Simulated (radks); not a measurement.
Task: The mean radii <r> (bohr) of the occupied orbitals of an atom or ion are listed with their occupations. Calculated with a radial shooting solver on a logarithmic mesh with Libxc functionals: scalar-relativistic Kohn-Sham, SCAN, spin-polarised, spherical densities, finite nucleus; meta-GGA in the generalised Kohn-Sham scheme; Fermi nuclear charge, rms radius of each element as measured or else 0.836 A^(1/3) + 0.57 fm.

| orbital | occ. | <r> |
|---|---|---|
| 1s down | 1 | 0.06092 |
| 1s up | 1 | 0.06092 |
| 2s up | 1 | 0.2791 |
| 2s down | 1 | 0.2783 |
| 2p up | 3 | 0.2473 |
| 2p down | 3 | 0.2464 |
| 3s up | 1 | 0.8508 |
| 3s down | 1 | 0.8562 |
| 3p up | 3 | 0.9019 |
| 3p down | 3 | 0.9098 |
| 3d up | 5 | 1.122 |

Name the element and its charge. Open shells, if any, are filled with parallel spins first.

Result: Z = 25, manganese, charge +2: Mn2+ in [Ar] 3d5. The 1s radius gives Z: for a bare nucleus <r> = (2 gamma + 1)/(2Z) with gamma = sqrt(1 - (Z/c)^2), 0.05933 bohr for Z = 25, and screening makes it slightly larger (0.06092 here). The occupations add up to 23, and the charge is Z minus that.
